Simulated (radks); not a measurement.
Charge is removed step by step from the 6s up level of Ho+, starting from [Xe] 4f11 6s(up 1, down 0). All-electron calculation, scalar-relativistic Kohn-Sham, PBEsol, spin-polarised, spherical densities, finite nucleus; open shells are filled with parallel spins first (spin-orbit coupling, left out, can overturn this in heavy ions); Fermi nuclear charge, rms radius 5.2022 fm. Program: a radial shooting solver on a logarithmic mesh with Libxc functionals.

| removed (e) | E - E(0) (eV) | eigenvalue (eV) | E minus straight line (eV) |
|---|---|---|---|
| 0 | 0.000 | -9.366 | 0.000 |
| 0.25 | 2.504 | -10.675 | -0.491 |
| 0.5 | 5.335 | -11.978 | -0.655 |
| 0.75 | 8.491 | -13.290 | -0.494 |
| 1 | 11.980 | -14.579 | 0.000 |

Removing the whole electron costs 11.980 eV by Delta-SCF, against 9.366 eV from minus the eigenvalue at the starting occupation. Slater's transition state (half an electron removed) gives 11.978 eV. Integrating minus the eigenvalue over the occupation (Janak's theorem) gives 11.980 eV. In this scalar-relativistic scheme the density is built from large components alone, so the theorem holds only approximately. The mean slope of the eigenvalue, de/dn, is 5.21 eV per electron. Ionisation energy of Ho+ in the NIST Atomic Spectra Database: 11.78 eV (semi-empirical).
